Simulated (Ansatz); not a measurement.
## The HOMO–LUMO gap down a group: B to In

One atom is swapped for its congeners: B(SeH)3; Al(SeH)3; Ga(SeH)3; In(SeH)3. All are singlets with charge 0.

Shapes, held fixed at every level: PBE0-D4/def2-TZVP. Programs: Ansatz 0.2.0. Values in eV.

| level | B(SeH)3 | Al(SeH)3 | Ga(SeH)3 | In(SeH)3 |
| --- | --- | --- | --- | --- |
| PBE-D4/def2-TZVPP | 4.14 | 4.35 | 3.95 | 3.39 |
| B3LYP-D4/def2-TZVPP | 5.63 | 5.80 | 5.39 | 4.79 |
| BHLYP-D4/def2-TZVPP | 7.91 | 8.08 | 7.73 | 7.10 |
| r2SCAN0-D4/def2-TZVPP | 6.33 | 6.60 | 6.20 | 5.58 |
| wB97M-V/def2-TZVPP | 10.04 | 10.12 | 9.83 | 9.22 |
| wB97X-V/def2-TZVPP | 10.30 | 10.51 | 10.15 | 9.50 |

At wB97X-V/def2-TZVPP the HOMO–LUMO gap isn't monotonic: it is largest for Al and smallest for In (10.51 and 9.50 eV). Every level shows the same order. For atoms past krypton def2 sets carry core potentials with scalar relativity. Relativity is left out for Ga, Se unless named. Orbital gaps aren't excitation energies, and the LUMO depends on the basis.
